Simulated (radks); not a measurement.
All-electron atom: Cs2+ in [Kr] 4d10 5s2 5p4 6s1 (not the ground configuration). Method: Dirac Kohn-Sham, LDA (Slater exchange, Perdew-Wang correlation), spin-unpolarised, spherical densities, finite nucleus; open shells fill j = l - 1/2 first; Fermi nuclear charge, rms radius 4.8041 fm; computed with a radial shooting solver on a logarithmic mesh with Libxc functionals.

X-ray form factor f0, the Fourier transform of the density (f0(0) = 53):

sin(theta)/lambda (1/angstrom)  f0 (electrons)
0.05                                    52.046
0.1                                     49.679
0.15                                    46.752
0.2                                     43.746
0.25                                    40.832
0.3                                     38.096
0.4                                     33.310
0.5                                     29.351
0.6                                     26.036
0.8                                     21.084
1                                       17.909
1.25                                    15.166
1.5                                     12.822
2                                        8.884
